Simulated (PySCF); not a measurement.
**How methods differ on the excitation energy of Pb**

Pb [Xe] 4f14 5d10 6s2 6p2 (3P) → Pb [Xe] 4f14 5d10 6s1 6p2 6d1 (high-spin determinant), as a difference of total energies. All numbers are calculated (PySCF 2.14, scalar relativity through the core potential, in aug-cc-pwCVTZ-PP with ECP60MDF (8s7p6d4f1g, 96 functions)). Correlated levels: valence: 5s2 5p6 5d10 frozen. The calculations carry no spin-orbit coupling.

```json
{"method": "UHF", "excitation energy (eV)": "11.252"}
{"method": "MP2 (valence)", "excitation energy (eV)": "11.972"}
{"method": "SCS-MP2 (valence)", "excitation energy (eV)": "12.239"}
{"method": "CCSD (valence)", "excitation energy (eV)": "12.022"}
{"method": "CCSD(T) (valence)", "excitation energy (eV)": "12.018"}
```

How much does correlation contribute at CCSD(T) (valence)?

12.018 − (11.252) = 0.766 eV, measured against UHF.

Spin-orbit coupling is strong in these open shells (close to jj coupling). The scalar numbers leave it out and a first-order estimate fails, so it can dominate the gap to the real levels.

The upper state lies above the first ionisation limit.

The promoted electron is Rydberg-like, and one or two diffuse shells describe it only roughly, which tends to raise the upper state.

The coupled-cluster amplitudes are large for the upper state (T1 above 0.03 or a double amplitude above 0.15), so a single reference is strained.

The determinant of the upper state mixes LS terms, which raises its energy above the lowest term, most at the Hartree-Fock and MP2 levels.
